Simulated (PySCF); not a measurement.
Sn(CF3)2(Cl)2, C2Cl2F6Sn, SMILES F[C](F)(F)[Sn]([Cl])([Cl])[C](F)(F)F, CAM-B3LYP/def2-SVP optimised geometry.

```
11

F     -0.87     1.89    -1.14
C     -1.14     1.25     0.00
F     -0.67     1.98     1.01
F     -2.46     1.16     0.13
Sn    -0.21    -0.74     0.00
Cl    -0.93    -1.87     1.90
Cl    -0.93    -1.89    -1.89
C      1.99    -0.74     0.00
F      2.46    -1.98    -0.04
F      2.45    -0.15     1.10
F      2.45    -0.08    -1.06
```

Density from CAM-B3LYP/def2-TZVP, def2 effective core potentials past Kr (PySCF) at that geometry. The core electrons that the potentials of Sn replace are not part of the density.

Minimum of the electron density along straight lines between bonded atoms, close to the bond critical point (lines longer than 1.1 times the sum of covalent radii, or with two minima, are not listed):

```tsv
bond	length / Å	ρ at the minimum / e bohr⁻³	∇²ρ there / e bohr⁻⁵	position (fraction from the first atom)
F1–C2	1.333	0.290	-0.45	0.66
C2–F3	1.334	0.289	-0.45	0.34
C2–F4	1.329	0.292	-0.43	0.34
C2–Sn5	2.198	0.106	0.10	0.50
Sn5–Cl6	2.324	0.091	0.18	0.47
Sn5–Cl7	2.325	0.091	0.18	0.47
Sn5–C8	2.197	0.106	0.10	0.50
C8–F9	1.329	0.292	-0.43	0.34
C8–F10	1.333	0.289	-0.45	0.34
C8–F11	1.333	0.289	-0.45	0.34
```
